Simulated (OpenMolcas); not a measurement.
# Ho2+: from CASSCF to CASPT2

- Program: OpenMolcas
- Basis: ANO-R1 [7s5p3d2f]
- Scalar Hamiltonian: X2C, finite nucleus
- Active space: 11 electrons in 7 orbitals (4f)
- State averaging: 2S+1 = 4 odd, 35 roots (30 in the spin-orbit step); 2S+1 = 2 odd, 112 roots (56 in the spin-orbit step)
- Spin-orbit coupling: state interaction with AMFI integrals over the reference wave functions, term energies averaged over their components

Methods on the same reference wave functions:
A. CASSCF
B. SS-CASPT2, IPEA 0.25 Eh, imaginary shift 0.1 Eh (closed shells correlated: 5s 5p)

Energies in cm⁻¹ above 4f¹¹ ⁴I°_15/2, the measured ground level; measured values from Martin, Zalubas and Hagan, Atomic Energy Levels: The Rare-Earth Elements, NSRDS-NBS 60 (1978); whole-number values converted from NIST levels in rydberg listed in Nahar, Atoms 12, 24 (2024).

```json
{"Level": "4f¹¹ ⁴I°_15/2", "A": "0.0", "B": "0.0", "Measured": "0.0"}
{"Level": "4f¹¹ ⁴I°_13/2", "A": "5529", "B": "5550", "Measured": "5439"}
{"Level": "4f¹¹ ⁴I°_11/2", "A": "9090", "B": "8980", "Measured": "8644"}
{"Level": "4f¹¹ ⁴I°_9/2 [74 %]", "A": "11588", "B": "11290", "Measured": "10770"}
{"Level": "4f¹¹ ⁴F°_9/2 [65 %]", "A": "17408", "B": "15540", "Measured": "13330"}
{"Level": "4f¹¹ ²H°_11/2 [74 %]", "A": "20505", "B": "19110", "Measured": "16891"}
{"Level": "4f¹¹ ⁴S°_3/2", "A": "21461", "B": "19100", "Measured": ""}
{"Level": "4f¹¹ ⁴F°_7/2", "A": "22733", "B": "20620", "Measured": "17867"}
{"Level": "4f¹¹ ⁴F°_5/2", "A": "24758", "B": "22560", "Measured": "19375"}
{"Level": "4f¹¹ ⁴F°_3/2 [69 %]", "A": "24803", "B": "22540", "Measured": ""}
{"Level": "4f¹¹ ²K°_15/2", "A": "29843", "B": "28280", "Measured": ""}
{"Level": "4f¹¹ ⁴G°_11/2", "A": "30055", "B": "27300", "Measured": ""}
{"Level": "4f¹¹ ²G°_7/2 [73 %]", "A": "30408", "B": "28460", "Measured": ""}
{"Level": "4f¹¹ ⁴G°_9/2 [60 %]", "A": "30611", "B": "28160", "Measured": "23882"}
```

Deviations, from unrounded energies. A percentage is the sum of absolute deviations over the sum of measured energies, with the sign that they share, or ± where signs differ.

```tsv
Against measurement	Levels	A	B
mean absolute deviation (cm-1)	8	3300	2000
fine structure of the ground term (%)	3	+5.4	+3.9
other terms of the ground configuration (%)	5	+27.0	+16.0
```

B lies closest to measurement on these levels. The largest miss of B in the table is 4f¹¹ ⁴G°_9/2 [60 %], by +4300 cm-1. The ranking rests on the paired levels alone, and a cruder setting can come out closer through cancelling errors.

From A to B the spin-free energies of the other terms of 4f¹¹ shown, above ⁴I°, scale by factors of 0.86 to 0.93, as is usual when dynamic correlation screens the repulsion within a d or f shell.

The lowest spin-free term lies below A's lowest term by 0.523 hartree in B.

CASPT2 breaks the degeneracy within a term, and the mean is taken; among the terms shown or strongly mixed into the levels shown the widest spread is 350 cm-1 (4f¹¹ ⁴I°, B). High states are left out of the spin-orbit mixing, which shifts the levels that they would mix with. Some levels mix across a computed gap that differs much from the measured one, so their mixing is not that of the real levels. Without dynamic correlation excited terms often stand tens of per cent too high (terms of higher spin than the ground term too low), and those without a measured partner can miss by more than the paired ones (holds for A). The CASPT2 spread within a term exceeds the gap to the next term for 4f¹¹ ²K° and 4f¹¹ ⁴G°, so the order of their levels is uncertain (holds for B). Some terms miss by over 15 % even with CASPT2, which points to a basis or an active space too small for the shells correlated (holds for B). Computed and measured levels are paired by configuration, term and J; levels that our copy of the source lacks, or whose pairing is in doubt (as where it misses far off the trend of its configuration), stay unpaired and out of the deviations. Only configurations of the active space appear. Levels that lie high or do not pair safely by name in every column are left out.

A share in square brackets marks a mixed level and gives the weight of the term that names it, the lowest over the columns. ° marks odd parity.
